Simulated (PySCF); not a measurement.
## Nd³³⁺: ionisation energy

Nd³³⁺ [Ar] 3d9 (2D) → Nd³⁴⁺ [Ar] 3d8 (3F), as a difference of total energies. Computed with PySCF 2.14 in an uncontracted even-tempered set (18 s from 5 bohr⁻², ratio 2.5; 13 p from 6.5 bohr⁻², ratio 2.5; 8 d from 6.5 bohr⁻², ratio 2.5; 4 f from 30 bohr⁻², ratio 2.7; 3 g from 45 bohr⁻², ratio 2.7), with scalar relativity by spin-free X2C-1e. Correlated levels: outer shells: [Ne] frozen; virtual orbitals above 40 to 60 times the deepest correlated orbital energy dropped. The calculations carry no spin-orbit coupling.

| method | ionisation energy (eV) |
| --- | --- |
| UHF | 2233.2 |
| LDA | 2234.3 |
| PBE | 2233.1 |
| PBE0 | 2233.7 |
| r2SCAN | 2232.7 |
| BHandHLYP | 2233.9 |
| PW91 | 2233.5 |
| MP2 (outer shells) | 2235.0 |
| SCS-MP2 (outer shells) | 2234.7 |

Spin-orbit coupling is strong in these open shells (close to jj coupling). The scalar numbers leave it out and a first-order estimate fails, so it can dominate the gap to the real levels.

Breit and QED terms and the two-electron picture change are absent.

For comparison: 2224 ± 5 eV (theoretical estimate listed by NIST; NIST Atomic Spectra Database, ionization energies).
